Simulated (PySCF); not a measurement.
A structure optimised at PBE-D3(BJ)/def2-SVP, used in a PySCF frequency run:

```xyz
7

N      1.5304     1.6314     0.0000
Ge    -0.0179     0.6791     0.0000
F     -0.9288     1.1557     1.4018
F     -0.9288     1.1557    -1.4018
Br     0.0678    -1.6243     0.0000
H      2.1016     1.4488     0.8344
H      2.1016     1.4488    -0.8344
```
Charge 0, spin multiplicity 1.

Question: Write its SMILES, formula and point group.

Answer: [NH2][Ge]([F])([F])[Br], BrF₂GeH₂N, Cs

Question: What are its rotational constants (standard atomic weights)?

Answer: 3.3593, 1.2304, 1.2254 GHz
